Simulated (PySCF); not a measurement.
Mapped SMILES: `[BH3-:1][P@@+:2]([CH3:3])([c:4]1[cH:5][cH:6][cH:7][cH:8][c:9]1[CH3:10])[C:11]([CH3:12])([CH3:13])[CH3:14]`. Each H is labelled by its parent atom.

Geometry: PBE0-D3(BJ)/def2-SVP; GIAO absolute shieldings from PySCF 2.14, gas phase, non-relativistic, averaged over equivalent atoms.

At PBE0/pcSseg-1 (355 basis functions, 3.4 min wall time on 1 thread of an Arm Neoverse V1, shared host):
```
               atoms  σ (ppm)
                  B1    144.3
                  P2    306.9
                  C9     31.2
                  C5     45.6
                  C8     47.0
                  C7     47.6
                  C4     52.0
                  C6     54.6
                 C11    151.2
                 C10    157.3
         C12/C13/C14    158.6
                  C3    174.0
               H(C7)    23.81
               H(C5)    23.87
               H(C6)    23.94
               H(C8)    23.95
              H(C10)    28.51
               H(C3)    29.77
               H(B1)    30.02
H(C12)/H(C13)/H(C14)    30.24
```

What do these become at wB97X-D/pcSseg-1?

Answers


| atoms | σ at wB97X-D/pcSseg-1 | change |
| --- | --- | --- |
| B1 | 144.3 | +0.0 |
| P2 | 302.3 | -4.6 |
| C9 | 30.0 | -1.2 |
| C5 | 44.1 | -1.5 |
| C8 | 46.3 | -0.7 |
| C7 | 46.4 | -1.2 |
| C4 | 51.4 | -0.6 |
| C6 | 53.7 | -0.9 |
| C11 | 152.6 | +1.4 |
| C10 | 157.7 | +0.4 |
| C12/C13/C14 | 158.6 | +0.0 |
| C3 | 174.1 | +0.1 |
| H(C7) | 23.90 | +0.09 |
| H(C5) | 23.97 | +0.10 |
| H(C6) | 24.06 | +0.12 |
| H(C8) | 24.05 | +0.10 |
| H(C10) | 28.65 | +0.14 |
| H(C3) | 29.90 | +0.13 |
| H(B1) | 30.15 | +0.13 |
| H(C12)/H(C13)/H(C14) | 30.36 | +0.12 |

The largest change is at P2 (phosphorus bonded to 3 C, B). Cost: 355 basis functions, 3.9 min wall time on 1 thread of an Arm Neoverse V1, shared host. The order of the carbon signals is the same at both levels.
